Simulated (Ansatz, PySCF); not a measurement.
Cd(SH)(SMe) (CH4CdS2), SMILES [Cd]([S]C)[SH].

Coordinates come from a PBE-D3(BJ)/def2-SVP optimisation. The structure was generated by enumeration; whether it is a known compound was not checked. The def2 effective core potentials stand for the cores of Cd; spin–orbit coupling is left out. The values are those of a single conformer.

Vertical ionisation energy (IE) and electron affinity (EA) in eV. Rows of orbital energies are one-electron estimates. Where ΔSCF, EOM or ADC give a negative EA the extra electron is unbound and the value depends on the basis.

```csv
level,IE,EA
"−ε(HOMO), −ε(LUMO), B3LYP/def2-TZVP (PySCF)",6.53,1.67
"−ε(HOMO), −ε(LUMO), PBE/def2-TZVP (PySCF)",5.60,2.20
"ΔSCF, PBE0/def2-SVPD (Ansatz), final states of multiplicity 2 and 2",8.77,-0.01
"ΔSCF, PBE/def2-SVPD (Ansatz), final states of multiplicity 2 and 2",8.45,0.10
```

Task: What vertical singlet–triplet gap does ΔSCF give with PBE0/def2-SVPD (Ansatz, an electronic-structure program) and with PBE/def2-SVPD (Ansatz)? (An estimate is asked for; the answer gives what the named calculation found.)

Result: 3.92 and 3.51 eV (triplet above singlet where positive).
